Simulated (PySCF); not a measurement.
NiO, SMILES [O]=[Ni] (connectivity only; charge and spin as stated), neutral, multiplicity 3. Geometry optimised at PBE0-D3(BJ)/def2-TZVPD. The multiplicity is an assumed one; other spin states were not compared.

Method: PBE0-D3(BJ)/def2-TZVPD (PySCF).

Harmonic wavenumbers (cm⁻¹): 886. Rotational constants (GHz): 15.42 (linear); symmetry number 1.

**Question.** Work out the zero-point energy and the ideal-gas rigid-rotor harmonic-oscillator thermochemistry at 298.15 K and 1 atm.

**Answer.** ZPE = ½ Σ hcν = ½ × 886 cm⁻¹ = 1.27 kcal/mol. H − E(el) = 3.38 kcal/mol. Entropy in cal/(mol K): translation 38.85, rotation 13.91, vibration 0.15, spin 2.18, total 55.09. G − E(el) = -13.05 kcal/mol. Cp = 7.48 cal/(mol K).
